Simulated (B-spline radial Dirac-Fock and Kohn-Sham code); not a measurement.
Free-atom binding energies and absorption edges of K

Level of theory: ΔSCF Dirac-Fock with Breit, self-energy and vacuum polarisation, finite nucleus, configuration average; a radial finite-basis atomic code. No correlation.

Two models are given for [Ar] 4s1. In the first the electron is removed to infinity. In the second it is placed in the 4s shell, so that the atom stays neutral; this mimics a hole screened by valence charge, or the onset of absorption below the ionisation limit. The tabulated edges (Elam, Ravel and Sieber, Radiat. Phys. Chem. 63, 121 (2002)) refer to the element in its standard state, with the Fermi level as zero for a metal.

```csv
level,ionised (eV),screened (eV),tabulated (eV)
K,3614.0,3609.0,3608.4
L1,386.1,381.1,378.6
L2,303.1,298.1,297.3
L3,300.3,295.3,294.6
```

Question: Which of the two models lies closer to the table on average?

Answer: The screened model lies closer: the mean absolute deviations are 6.2 eV (ionised) and 1.1 eV (screened). Screening lowers the levels by 5.0 eV on average.

Values without a named source are computed, but for edge energies of neutral atoms, which are taken from tables.
